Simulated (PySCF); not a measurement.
F2H3NSi, SMILES F[SiH](N)F. Atoms are numbered in the order given.

```xyz
7

Si    -0.2150    -0.1194     0.2283
N      1.3914    -0.3068     0.7380
F     -0.5432    -0.8428    -1.1844
F     -0.5048     1.4440    -0.0652
H     -1.1421    -0.6525     1.2420
H      1.6602    -1.0295     1.3950
H      2.1843     0.0909     0.2473
```

Geometry: ωB97X-D3(BJ)/def2-SVP. One conformer was computed; it need not be the lowest.

Computed with PySCF with ωB97X-D3(BJ)/def2-SVP.

Frequencies are harmonic and unscaled.

Computed harmonic wavenumbers and intensities:
| mode | ν (cm⁻¹) | IR (km/mol) | moving atoms (share of kinetic energy) |
|---|---|---|---|
| 1 | 95 | 15.4 | H 76 %, F 12 %, N 10 % |
| 2 | 264 | 101.5 | H 68 %, F 24 % |
| 3 | 321 | 47.2 | F 54 %, N 19 %, H 17 %, Si 10 % |
| 4 | 354 | 78.3 | H 40 %, N 26 %, F 20 %, Si 13 % |
| 5 | 364 | 50.8 | F 41 %, Si 29 %, H 15 %, N 14 % |
| 6 | 728 | 35.4 | H 71 %, N 19 %, F 10 % |
| 7 | 831 | 44.2 | F 43 %, H 36 %, Si 13 % |
| 8 | 847 | 39.1 | H 59 %, F 26 %, Si 9 % |
| 9 | 901 | 32.3 | H 69 %, N 24 % |
| 10 | 968 | 259.8 | Si 48 %, F 37 %, H 13 % |
| 11 | 997 | 298.3 | Si 46 %, H 22 %, N 18 %, F 13 % |
| 12 | 1542 | 78.4 | H 88 %, N 12 % |
| 13 | 2357 | 113.7 | H 97 % |
| 14 | 3638 | 52.9 | H 96 % |
| 15 | 3738 | 62.0 | H 91 %, N 9 % |
